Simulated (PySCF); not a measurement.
C₃H₇Se, SMILES CC([Se])C, doublet, PBE0/def2-SVP optimised geometry.

```
11

C      1.41     0.04     0.00
C     -0.12     0.04     0.00
C     -0.71    -0.82     1.11
Se    -0.85     1.86     0.00
H      1.79    -0.99    -0.09
H      1.80     0.46     0.94
H      1.81     0.63    -0.83
H     -0.47    -0.33    -0.98
H     -0.35    -1.86     1.02
H     -0.42    -0.44     2.10
H     -1.81    -0.83     1.06
```

Density from unrestricted PBE0/def2-TZVP in PySCF at that geometry.

Minimum of the electron density along straight lines between bonded atoms, close to the bond critical point (lines longer than 1.1 times the sum of covalent radii, or with two minima, are not listed):

| bond | length / Å | ρ at the minimum / e bohr⁻³ | ∇²ρ there / e bohr⁻⁵ | position (fraction from the first atom) |
|---|---|---|---|---|
| C1–C2 | 1.522 | 0.249 | -0.62 | 0.49 |
| C2–C3 | 1.522 | 0.249 | -0.62 | 0.51 |
| C2–Se4 | 1.961 | [?] | [?] | 0.48 |
| C1–H5 | 1.103 | 0.270 | -0.90 | 0.64 |
| C1–H6 | 1.102 | 0.272 | -0.91 | 0.64 |
| C1–H7 | 1.099 | 0.274 | -0.93 | 0.64 |
| C2–H8 | 1.107 | 0.271 | -0.91 | 0.64 |
| C3–H9 | 1.103 | 0.270 | -0.90 | 0.64 |
| C3–H10 | 1.102 | 0.272 | -0.91 | 0.64 |
| C3–H11 | 1.099 | 0.274 | -0.93 | 0.64 |

Task: Complete the blanks.

Result: 
- C2–Se4, ρ at the minimum / e bohr⁻³: 0.148
- C2–Se4, ∇²ρ there / e bohr⁻⁵: -0.16
